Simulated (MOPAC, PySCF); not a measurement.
H₃BS, SMILES `BS`, neutral singlet in the gas phase. 

Cartesian coordinates (Å):
```xyz
5

B     -0.5819    -0.0488    -0.0080
S      1.0707    -0.6794     0.0829
H     -0.7969     1.1123    -0.1146
H     -1.4479    -0.8590     0.0447
H      1.7549     0.4756    -0.0040
```
Charge 0, spin multiplicity 1.

All levels are single points at this geometry (B3LYP-D3(BJ)/def2-TZVP); Pople sets use spherical d functions. Orbital energies aren't observables, and empty levels follow the basis.

PBE/6-31G* in PySCF gives dipole (D) = 1.04.

**Question.** Estimate the dipole (D) from each of these levels: B3LYP-D3(BJ)/def2-TZVP in PySCF; B3LYP/3-21G in PySCF; B3LYP/6-311+G** in PySCF; B3LYP/6-31G* in PySCF; BP86/6-31G* in PySCF; HF/STO-3G in PySCF; PM6 in MOPAC; PM7 in MOPAC.

**Answer.** 
```csv
level,dipole (D)
B3LYP-D3(BJ)/def2-TZVP in PySCF,0.90
B3LYP/3-21G in PySCF,1.23
B3LYP/6-311+G** in PySCF,0.99
B3LYP/6-31G* in PySCF,0.99
BP86/6-31G* in PySCF,1.03
HF/STO-3G in PySCF,0.88
PM6 in MOPAC,1.03
PM7 in MOPAC,1.28
```
